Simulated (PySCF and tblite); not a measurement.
The numbers below are computed, except where a source is named.
System: C6H4BrNO, numbered as in [O:1]=[CH:2][c:3]1[cH:4][cH:5][n:6][c:7]([Br:8])[cH:9]1.

For the rotation about the C3–C2 bond (torsion C4–C3–C2–O1 from 0° to 180°, rising): electronic barrier 7.43 kcal/mol, zero-point change -0.33 kcal/mol, thermal and entropy terms at 350 K a further 0.40 kcal/mol (symmetry numbers apart). The minimum is Cs, the saddle C1. Geometries: GFN2-xTB; energies: PBE0/pcSseg-1 + D3(BJ), IEF-PCM chloroform; zero-point and thermal terms from GFN2-xTB harmonic modes (soft modes blended into free rotors). Rates follow Eyring's equation with the number of equivalent paths and no tunnelling. (PySCF 2.14 with density fitting, tblite 0.8.)

**Question.** How many equivalent paths lead out of the minimum?

**Answer.** 2: the symmetry number of the minimum is 1, that of the saddle displaced along its mode 1, and the displaced saddle is chiral while the minimum is not, which doubles the count.

**Question.** Work out the rate at 350 K.

**Answer.** ΔG‡ = 7.50 kcal/mol; k_B T/h = 7.3×10¹² s⁻¹; exp(−ΔG‡/RT) = 2.1×10⁻⁵; times 2 gives k = 3×10⁸ s⁻¹. Wigner's tunnelling factor for the 109i cm⁻¹ mode would be 1.01.

Spin–orbit effects of heavy atoms on shieldings are missing.
